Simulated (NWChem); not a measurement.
Molecule: CdF₂; SMILES [F][Cd][F]

```xyz
3

Cd     0.0000     0.0000     0.0000
F      0.0000     0.0000     1.9186
F      0.0000     0.0000    -1.9186
```
Atoms are numbered in this order, from 1.

Results from NWChem. Geometry: optimised at PBE0/def2-SVP (def2 core potentials past Kr).

For level PBE0/3-21G, non-relativistic:

highest occupied level (eV): -8.48
orbital gap (eV): 6.72

What are these values for level PBE0/STO-3G, non-relativistic?


| Quantity | Value |
|---|---|
| highest occupied level (eV) | -3.42 |
| orbital gap (eV) | 7.84 |
